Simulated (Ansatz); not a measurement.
Basis-set extrapolation for CH$_{4}$BNO (PBE0-D4/def2-TZVP geometry, frozen core, Ansatz). Multiplicity 1, RHF reference.

```csv
,def2-TZVPP,def2-QZVPP
HF,-194.222555,-194.231500
MP2 correlation,-0.705644,-0.755926
CCSD(T) correlation,-0.757431,not run
```

Energies in hartree. Use E(X) = E(∞) + A·exp(−7.88·√X) for Hartree–Fock and E(X) = E(∞) + B·X^(−2.97) for correlation, with X = 3 and 4, and add CCSD(T) minus MP2 of the smaller set to the MP2 limit.

What is the CCSD(T) energy at the basis-set limit?

HF limit: -194.231500 + (-0.008945) × 0.13774 = -194.23273. MP2 limit: -0.755926 + (-0.050282) × 0.74074 = -0.79317. Higher-order term: -0.757431 − (-0.705644) = -0.05179. Total: -195.07769 hartree, 256.5 kJ/mol below CCSD(T)/def2-TZVPP.
